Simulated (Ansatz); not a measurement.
# Molecular dynamics of Cl4H4HfOSi

Input:

```yaml
crystal:
  periodic: [false, false, false]
  atoms:
    - { symbol: Hf, position_ang: [0.133984, -0.439906, 0.024048] }
    - { symbol: O, position_ang: [-0.348671, -0.674477, 2.01144] }
    - { symbol: Si, position_ang: [-1.344853, -0.151133, 3.274643] }
    - { symbol: H, position_ang: [-2.747956, -0.402908, 2.905395] }
    - { symbol: H, position_ang: [-0.967145, -0.938482, 4.463485] }
    - { symbol: H, position_ang: [-1.105378, 1.284147, 3.501131] }
    - { symbol: Cl, position_ang: [2.106508, 0.731699, -0.555783] }
    - { symbol: Cl, position_ang: [-1.513992, 1.244901, -0.256829] }
    - { symbol: Cl, position_ang: [-0.584337, -2.060683, -1.543561] }
    - { symbol: Cl, position_ang: [1.619552, -2.357917, 1.396675] }
    - { symbol: H, position_ang: [0.581889, -1.60234, 2.093056] }
basis:
  gaussian: { orbitals: def2-SVP }
hamiltonian:
  xc: hf
md:
  timestep: 0.5
  n_steps: 200
  ensemble: nve
  temperature: 300.0
  initial_velocities: maxwell_boltzmann
  seed: 2301
```

Command:

```bash
$ ansatz run input.yaml --threads 4 --pin off --max-ram 5120MiB --backend cpu --events-out ev --progress --plain --runs-dir out
```

It starts at the highest image of a converged band. Of that band: The profile has 2 maxima (images 3, 7) with wells between them (image 6): this band takes more than one step, which may be the mechanism or a detour left from its start path. A vibrational analysis at the climbing image gives one clearly imaginary mode, 1252i cm⁻¹: a first-order saddle point. Another band between the same ends, with other settings, climbed to 0.246 eV only, so this may not be the lowest route.

Output, in part (one step line in 4, the closing report, with atoms numbered from 0):

```
md step     0: t =     0.00 fs  T =   300.0 K  F+E_penalty+E_count = -61259.04740618 eV  E_kin = 0.349002 eV  conserved = -61258.69840419 eV  (37 SCF iters)
md step     4: t =     2.00 fs  T =   275.5 K  F+E_penalty+E_count = -61259.01881022 eV  E_kin = 0.320546 eV  conserved = -61258.69826425 eV  (39 SCF iters)
md step     8: t =     4.00 fs  T =   229.3 K  F+E_penalty+E_count = -61258.96483523 eV  E_kin = 0.266771 eV  conserved = -61258.69806426 eV  (39 SCF iters)
md step    12: t =     6.00 fs  T =   201.2 K  F+E_penalty+E_count = -61258.93204368 eV  E_kin = 0.234015 eV  conserved = -61258.69802880 eV  (39 SCF iters)
md step    16: t =     8.00 fs  T =   201.7 K  F+E_penalty+E_count = -61258.93275258 eV  E_kin = 0.234696 eV  conserved = -61258.69805628 eV  (40 SCF iters)
md step    20: t =    10.00 fs  T =   227.7 K  F+E_penalty+E_count = -61258.96296585 eV  E_kin = 0.264931 eV  conserved = -61258.69803467 eV  (39 SCF iters)
md step    24: t =    12.00 fs  T =   280.5 K  F+E_penalty+E_count = -61259.02438958 eV  E_kin = 0.326303 eV  conserved = -61258.69808663 eV  (39 SCF iters)
md step    28: t =    14.00 fs  T =   348.6 K  F+E_penalty+E_count = -61259.10376330 eV  E_kin = 0.405575 eV  conserved = -61258.69818813 eV  (39 SCF iters)
md step    32: t =    16.00 fs  T =   411.5 K  F+E_penalty+E_count = -61259.17695763 eV  E_kin = 0.478727 eV  conserved = -61258.69823042 eV  (39 SCF iters)
md step    36: t =    18.00 fs  T =   459.0 K  F+E_penalty+E_count = -61259.23217863 eV  E_kin = 0.533965 eV  conserved = -61258.69821354 eV  (39 SCF iters)
md step    40: t =    20.00 fs  T =   489.1 K  F+E_penalty+E_count = -61259.26732063 eV  E_kin = 0.569005 eV  conserved = -61258.69831564 eV  (39 SCF iters)
md step    44: t =    22.00 fs  T =   485.6 K  F+E_penalty+E_count = -61259.26327699 eV  E_kin = 0.564926 eV  conserved = -61258.69835076 eV  (39 SCF iters)
md step    48: t =    24.00 fs  T =   451.7 K  F+E_penalty+E_count = -61259.22361104 eV  E_kin = 0.525466 eV  conserved = -61258.69814479 eV  (39 SCF iters)
md step    52: t =    26.00 fs  T =   427.5 K  F+E_penalty+E_count = -61259.19548736 eV  E_kin = 0.497371 eV  conserved = -61258.69811654 eV  (39 SCF iters)
md step    56: t =    28.00 fs  T =   419.7 K  F+E_penalty+E_count = -61259.18647288 eV  E_kin = 0.488294 eV  conserved = -61258.69817885 eV  (39 SCF iters)
md step    60: t =    30.00 fs  T =   414.2 K  F+E_penalty+E_count = -61259.17995392 eV  E_kin = 0.481841 eV  conserved = -61258.69811266 eV  (41 SCF iters)
md step    64: t =    32.00 fs  T =   415.8 K  F+E_penalty+E_count = -61259.18189710 eV  E_kin = 0.483727 eV  conserved = -61258.69816994 eV  (40 SCF iters)
md step    68: t =    34.00 fs  T =   416.9 K  F+E_penalty+E_count = -61259.18323814 eV  E_kin = 0.484985 eV  conserved = -61258.69825309 eV  (29 SCF iters)
md step    72: t =    36.00 fs  T =   406.6 K  F+E_penalty+E_count = -61259.17133153 eV  E_kin = 0.473014 eV  conserved = -61258.69831791 eV  (29 SCF iters)
md step    76: t =    38.00 fs  T =   378.2 K  F+E_penalty+E_count = -61259.13820555 eV  E_kin = 0.439950 eV  conserved = -61258.69825556 eV  (29 SCF iters)
md step    80: t =    40.00 fs  T =   345.3 K  F+E_penalty+E_count = -61259.09973857 eV  E_kin = 0.401663 eV  conserved = -61258.69807585 eV  (30 SCF iters)
md step    84: t =    42.00 fs  T =   338.2 K  F+E_penalty+E_count = -61259.09156344 eV  E_kin = 0.393432 eV  conserved = -61258.69813134 eV  (29 SCF iters)
md step    88: t =    44.00 fs  T =   351.9 K  F+E_penalty+E_count = -61259.10744905 eV  E_kin = 0.409354 eV  conserved = -61258.69809550 eV  (30 SCF iters)
md step    92: t =    46.00 fs  T =   385.6 K  F+E_penalty+E_count = -61259.14666174 eV  E_kin = 0.448629 eV  conserved = -61258.69803237 eV  (30 SCF iters)
md step    96: t =    48.00 fs  T =   446.5 K  F+E_penalty+E_count = -61259.21755142 eV  E_kin = 0.519392 eV  conserved = -61258.69815960 eV  (28 SCF iters)
md step   100: t =    50.00 fs  T =   505.0 K  F+E_penalty+E_count = -61259.28571415 eV  E_kin = 0.587458 eV  conserved = -61258.69825618 eV  (28 SCF iters)
md step   104: t =    52.00 fs  T =   540.5 K  F+E_penalty+E_count = -61259.32704969 eV  E_kin = 0.628816 eV  conserved = -61258.69823331 eV  (29 SCF iters)
md step   108: t =    54.00 fs  T =   555.9 K  F+E_penalty+E_count = -61259.34494107 eV  E_kin = 0.646727 eV  conserved = -61258.69821399 eV  (29 SCF iters)
md step   112: t =    56.00 fs  T =   559.1 K  F+E_penalty+E_count = -61259.34850626 eV  E_kin = 0.650367 eV  conserved = -61258.69813887 eV  (29 SCF iters)
md step   116: t =    58.00 fs  T =   565.8 K  F+E_penalty+E_count = -61259.35628601 eV  E_kin = 0.658184 eV  conserved = -61258.69810215 eV  (29 SCF iters)
md step   120: t =    60.00 fs  T =   584.6 K  F+E_penalty+E_count = -61259.37812788 eV  E_kin = 0.680053 eV  conserved = -61258.69807451 eV  (30 SCF iters)
md step   124: t =    62.00 fs  T =   620.1 K  F+E_penalty+E_count = -61259.41954619 eV  E_kin = 0.721438 eV  conserved = -61258.69810801 eV  (30 SCF iters)
md step   128: t =    64.00 fs  T =   660.5 K  F+E_penalty+E_count = -61259.46670126 eV  E_kin = 0.768394 eV  conserved = -61258.69830746 eV  (30 SCF iters)
md step   132: t =    66.00 fs  T =   673.3 K  F+E_penalty+E_count = -61259.48155108 eV  E_kin = 0.783282 eV  conserved = -61258.69826877 eV  (40 SCF iters)
md step   136: t =    68.00 fs  T =   663.8 K  F+E_penalty+E_count = -61259.47037385 eV  E_kin = 0.772191 eV  conserved = -61258.69818260 eV  (40 SCF iters)
md step   140: t =    70.00 fs  T =   645.4 K  F+E_penalty+E_count = -61259.44902858 eV  E_kin = 0.750784 eV  conserved = -61258.69824497 eV  (40 SCF iters)
md step   144: t =    72.00 fs  T =   609.7 K  F+E_penalty+E_count = -61259.40747954 eV  E_kin = 0.709341 eV  conserved = -61258.69813856 eV  (40 SCF iters)
md step   148: t =    74.00 fs  T =   572.9 K  F+E_penalty+E_count = -61259.36450122 eV  E_kin = 0.666435 eV  conserved = -61258.69806584 eV  (40 SCF iters)
md step   152: t =    76.00 fs  T =   550.2 K  F+E_penalty+E_count = -61259.33818585 eV  E_kin = 0.640116 eV  conserved = -61258.69806937 eV  (40 SCF iters)
md step   156: t =    78.00 fs  T =   543.1 K  F+E_penalty+E_count = -61259.32985563 eV  E_kin = 0.631761 eV  conserved = -61258.69809429 eV  (40 SCF iters)
md step   160: t =    80.00 fs  T =   545.9 K  F+E_penalty+E_count = -61259.33317162 eV  E_kin = 0.635027 eV  conserved = -61258.69814478 eV  (36 SCF iters)
md step   164: t =    82.00 fs  T =   551.3 K  F+E_penalty+E_count = -61259.33943765 eV  E_kin = 0.641356 eV  conserved = -61258.69808119 eV  (41 SCF iters)
md step   168: t =    84.00 fs  T =   566.9 K  F+E_penalty+E_count = -61259.35767533 eV  E_kin = 0.659508 eV  conserved = -61258.69816756 eV  (40 SCF iters)
md step   172: t =    86.00 fs  T =   577.0 K  F+E_penalty+E_count = -61259.36950392 eV  E_kin = 0.671246 eV  conserved = -61258.69825787 eV  (39 SCF iters)
md step   176: t =    88.00 fs  T =   567.4 K  F+E_penalty+E_count = -61259.35824944 eV  E_kin = 0.660128 eV  conserved = -61258.69812180 eV  (41 SCF iters)
md step   180: t =    90.00 fs  T =   559.8 K  F+E_penalty+E_count = -61259.34935814 eV  E_kin = 0.651225 eV  conserved = -61258.69813362 eV  (40 SCF iters)
md step   184: t =    92.00 fs  T =   554.6 K  F+E_penalty+E_count = -61259.34331204 eV  E_kin = 0.645136 eV  conserved = -61258.69817576 eV  (41 SCF iters)
md step   188: t =    94.00 fs  T =   546.5 K  F+E_penalty+E_count = -61259.33385012 eV  E_kin = 0.635782 eV  conserved = -61258.69806859 eV  (40 SCF iters)
md step   192: t =    96.00 fs  T =   552.7 K  F+E_penalty+E_count = -61259.34106678 eV  E_kin = 0.643003 eV  conserved = -61258.69806382 eV  (30 SCF iters)
md step   196: t =    98.00 fs  T =   576.7 K  F+E_penalty+E_count = -61259.36905544 eV  E_kin = 0.670948 eV  conserved = -61258.69810706 eV  (29 SCF iters)
md step   200: t =   100.00 fs  T =   609.8 K  F+E_penalty+E_count = -61259.40759059 eV  E_kin = 0.709407 eV  conserved = -61258.69818400 eV  (29 SCF iters)
Total energy: -61259.40759059 eV, -2251.2417058364 hartree
Atom 0 at    -0.033086    -0.314561     0.088755 Å, force    -0.116638    -0.371823     0.320488 eV/Å
Atom 1 at    -0.495756    -0.630713     1.992112 Å, force     0.404836     0.125416    -1.460253 eV/Å
Atom 2 at    -1.420780    -0.157464     3.267137 Å, force    -0.420011     0.465389     0.852626 eV/Å
Atom 3 at    -2.713531    -0.878170     3.286509 Å, force     0.095576    -0.089441    -0.114694 eV/Å
Atom 4 at    -0.767454    -0.320760     4.588162 Å, force     0.174958    -0.281128    -0.219373 eV/Å
Atom 5 at    -1.681156     1.291199     3.146496 Å, force    -0.081142     0.073091    -0.132310 eV/Å
Atom 6 at     2.134838     0.530068    -0.347028 Å, force     0.020218     0.060944     0.106278 eV/Å
Atom 7 at    -1.408023     1.449069    -0.704122 Å, force     0.000123    -0.201314     0.200059 eV/Å
Atom 8 at    -0.523702    -2.200465    -1.309794 Å, force    -0.005923     0.300224     0.312167 eV/Å
Atom 9 at     2.379946    -2.824954     1.094970 Å, force    -0.540054    -0.119443     0.350707 eV/Å
Atom 10 at     1.358894    -3.213104     1.778585 Å, force     0.468057     0.038085    -0.215694 eV/Å
Dipole moment:    -0.138307    -0.299448     0.605560 e Å
```

The run went to its last step. The conserved energy stayed within 0.035 meV per atom of its start (net change 0.02 meV per atom), so the integration is sound. The kinetic energy rose, since the run started high on the potential surface and went downhill. It ends in pieces (Cl3H3HfOSi + ClH), so much of that is their flight and rotation, not heat. A run of 0.1 ps of so small a system gives no equilibrium averages. The orbitals stay closed-shell, which can raise the energy where a bond breaks towards radicals; this wasn't checked here.

Between its relaxed ends the band would form Hf1–Cl10, O2–H11 and break Cl10–H11. These pairs go: Hf1–Cl10 2.79 → 3.62 Å, O2–H11 1.32 → 3.19 Å, Cl10–H11 1.46 → 1.29 Å. In the last frame they stand as before the step (other bonds may differ from the relaxed reactants and products). Also parted: Hf1–H11 2.42 → 3.63 Å. It ends as Cl3H3HfOSi + ClH. Pairs count as bonded within 1.25 times the sum of covalent radii (0.12 Å more for H–H).

Last frame:

```xyz
11
Properties=species:S:1:pos:R:3
Hf -0.033 -0.315 0.089
O -0.496 -0.631 1.992
Si -1.421 -0.158 3.267
H -2.713 -0.878 3.287
H -0.767 -0.321 4.588
H -1.681 1.291 3.147
Cl 2.135 0.530 -0.347
Cl -1.408 1.449 -0.704
Cl -0.524 -2.200 -1.310
Cl 2.380 -2.825 1.095
H 1.359 -3.213 1.779
```

Run time: 7.2 min on 4 threads of AMD EPYC 7R13 Processor (Zen 3), with other jobs on the host, peak memory 0.56 GiB.
